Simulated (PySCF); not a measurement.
**Mg (magnesium, neutral) across methods**

[Ne] 3s1 4s1, 4s spin antiparallel (an excited configuration). Computed with PySCF 2.14 in x2c-TZVPPall with one added diffuse shell each of s, p, d type (6s5p4d, 41 functions), with scalar relativity by spin-free X2C-1e.

```
   method  E (hartree)  mean ε 2p β (eV)  mean ε 3s α (eV)  mean ε 4s β (eV)  Σ⟨r²⟩ (bohr²)   ⟨S²⟩
      LDA    -199.4284           -46.771            -4.782            -4.782          27.96  0.000
      PBE    -200.2546           -46.641            -4.709            -4.709          28.22  0.000
     PBE0    -200.2709           -50.723            -5.433            -5.433          28.30  0.000
BHandHLYP    -200.3808           -54.767            -6.032            -6.032          28.27  0.000
      UHF   -199.91294           -62.036            -6.895            -6.895          29.57  0.000
   r2SCAN    -200.3427           -48.075            -4.818            -4.818          28.48  0.000
    B3LYP    -200.4024           -50.045            -5.305            -5.305          28.05  0.000
     BLYP    -200.3908           -46.620            -4.579            -4.579          28.08  0.000
    B97-3    -200.3576           -51.023            -5.433            -5.433          27.95  0.000
```

The outer electron is Rydberg-like, and this basis confines it to a smaller radius and binds it less than a complete one would. With the s spin flipped the determinant is a mixture of two multiplicities, not a spectroscopic state.
